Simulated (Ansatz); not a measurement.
Species: CsI, charge -1, multiplicity 2. SMILES of the parent species: [I][Cs]
Coordinates optimised at B3LYP-D3(BJ)/def2-TZVP (Ansatz, an electronic-structure program):
```xyz
2

Cs     0.0000     0.0000    -1.7707
I      0.0000     0.0000     1.8375
```
Charge -1, spin multiplicity 2.

Give the harmonic wavenumbers at B3LYP-D3(BJ)/def2-TZVP (Ansatz, finite differences of forces, unscaled).

79 cm⁻¹. Zero-point energy 0.1 kcal/mol.

From these and the geometry, give the ideal-gas thermochemistry at 298.15 K and 1 atm (rigid rotor, harmonic oscillator).

Point group C∞v, rotational symmetry number 1. Rotational constants 0.598, 0.598 GHz. S(trans) 42.56, S(rot) 20.37, S(vib) 3.91, S(elec, spin only) 1.38, S 68.2 cal/(mol K). H(298) - H(0) 2.56 kcal/mol; G - E(el) -17.7 kcal/mol.
